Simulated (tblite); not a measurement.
C₄H₁₀Cd, charge -1, doublet, at a GFN2-xTB geometry (such geometries of metal compounds can be far from the true shape) (a state made from the parent by changing its charge; the spin is typed, not shown lowest); GFN1-xTB (tblite).

tblite was given this input:
```
$ tblite run mol.xyz --method gfn1 --charge -1 --spin 1 --efield 0,0,0.1 --json tblite.json --no-restart

# file mol.xyz
15

Cd     0.61871508     0.17385886     0.12091495
C     -1.05596693    -0.76951220     2.04049801
C     -0.76221012    -2.26703958     2.10367135
H     -2.08139918    -0.64062863     1.64384138
H     -1.08386799    -0.38373978     3.07767698
H      0.20903105    -2.45498206     2.57467417
H     -0.73439591    -2.70012617     1.09636941
H     -1.50969502    -2.84993609     2.68017020
C     -0.46840935     0.34174745    -2.36173853
C     -1.01204936     1.76751606    -2.42906994
H     -1.33083013    -0.35217598    -2.37407701
H      0.08958836     0.14494115    -3.29728625
H     -0.19526239     2.49344179    -2.51059825
H     -1.58376293     2.00790460    -1.52437936
H     -1.68591544     1.95380547    -3.29047411
```

Output, abridged:

```
xTB calculator
 | screened Coulomb repulsion
 | Coulomb electrostatics
 |  * isotropic Klopman-Ohno-Mataga-Nishimoto electrostatics
 |  * onsite third-order electrostatics
 | DFT-D3(BJ) dispersion correction
 | Interactions (1)
 | [1] electric field

halogen bonding energy    0.0000000000000E+00 Eh
repulsion energy          1.7515306232118E-01 Eh
dispersion energy        -5.0995257492978E-03 Eh
interaction energy        0.0000000000000E+00 Eh
number of electrons       2.9000000000000E+01 e
integral cutoff           4.0000000000000E+01 bohr

------------------------------------------------------------
  cycle        total energy    energy error   density error
------------------------------------------------------------
      1     -14.82979109513  -1.4999845E+01   3.5424053E-01
      2     -14.82997626859  -1.8517346E-04   2.1435079E-01
      3     -14.76344633442   6.6529934E-02   1.1002896E-01
      4     -14.83263458644  -6.9188252E-02   3.4396671E-02
      5     -14.83733714224  -4.7025558E-03   2.5001994E-02
      6     -14.84233641354  -4.9992713E-03   8.8637678E-03
      7     -14.84260055470  -2.6414116E-04   6.8249789E-03
      8     -14.84301595599  -4.1540129E-04   2.3687030E-04
      9     -14.84301561045   3.4553390E-07   2.0338393E-04
     10     -14.84301595986  -3.4941004E-07   2.9352688E-05
     11     -14.84301595794   1.9220483E-09   2.7856378E-05
     12     -14.84301596473  -6.7877277E-09   2.6595933E-06
------------------------------------------------------------

electronic energy        -1.5013069501300E+01 Eh
total energy             -1.4843015964728E+01 Eh

Post processing:
 | Mayer-Wiberg bond orders

[Info] JSON dump of results written to 'tblite.json'
```
